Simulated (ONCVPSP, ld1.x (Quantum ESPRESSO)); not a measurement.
# Potentials for Cl compared

Generated with ld1.x 7.5 (TM, RRKJ, ultrasoft, PAW), atompaw 4.2 or ONCVPSP 4.0.1. The cutoff is in Ry: for ld1.x and atompaw files where the sum of valence levels is converged to 10 mRy in a Bessel basis, for ONCV files where the hardest occupied wave has 1 mHa per electron of residual kinetic energy. The error is the largest all-electron minus pseudo excitation energy over each file’s own four to seven test configurations (ionisations up to +4, promotions, holes and added fractions of an electron), all of which were solved. The labels leave out finer settings (local radius, basis sizes, second energies), which also bear on the numbers. Spin-polarised tests are not counted. The rows are a selection from randomly drawn settings: files with unsolved tests, undetermined cutoffs or missed reference levels are left out.

A true bound ghost makes a file unfit for plane-wave use even where its test errors are small: the radial tests pick states by their node count and pass the ghost by.

| potential | cutoff (Ry) | largest error (meV) | bound ghosts |
| --- | --- | --- | --- |
| ONCV, PBE, scalar-relativistic, rc 0.65/0.60/0.70 (spd), local smoothed, core correction yes, reference 2s2 2p6 3s2 3p4, qcut 16.2/27/16.2, projectors 2/2/2 | 505 | +4.5 | none |
| ONCV, PBE, scalar-relativistic, rc 0.70/0.65 (sp), local smoothed, core correction yes, reference 2s2 2p6 3s1.5 3p5.5, qcut 15.9/24.6, projectors 2/2 | 430 | -427 | none |
| ONCV, PBE, non-relativistic, rc 0.65/0.85 (sp), local smoothed, core correction yes, reference 2s2 2p6 3s2 3p5, qcut 23.8/17.8, projectors 2/2 | 337 | +27 | none |
| RRKJ, PBE, non-relativistic, rc 1.05/1.45/1.15 (spd), local p, core correction yes, reference 3s2 3p4.75 | 70 | +80 | none |
| ONCV, PBE, scalar-relativistic, rc 0.75/0.80/0.65 (spd), local smoothed, core correction yes, reference 2s2 2p6 3s2 3p5, qcut 14/15.6/15.3, projectors 2/2/2 | 229 | +1186 | none |
| ONCV, LDA (Perdew-Wang 92), scalar-relativistic, rc 0.60/0.85/0.90 (spd), local smoothed, core correction yes, reference 2s2 2p6 3s2 3p5, qcut 16.2/12.6/10.1, projectors 2/2/1 | 516 | +36 | none |
| ONCV, PBE, scalar-relativistic, rc 1.10/1.05/0.85 (spd), local smoothed, core correction yes, reference 3s2 3p3, qcut 5.4/8.5/9.8, projectors 1/3/2 | 132 | +22 | p |
| ONCV, PBEsol, scalar-relativistic, rc 1.25/1.55 (sp), local smoothed, core correction yes, reference 3s2 3p5, qcut 4.9/4.4, projectors 2/1 | 57 | +121 | none |

Task: Fill in the row for Cl: ONCV, PBE, scalar-relativistic, rc 0.60/0.75/0.65 (spd), local smoothed, core correction yes, reference 2s2 2p6 3s2 3p3, qcut 21.9/18.1/17.1, projectors 2/3/3.

Result: cutoff 325 Ry, largest error +10 meV, bound ghosts: none.
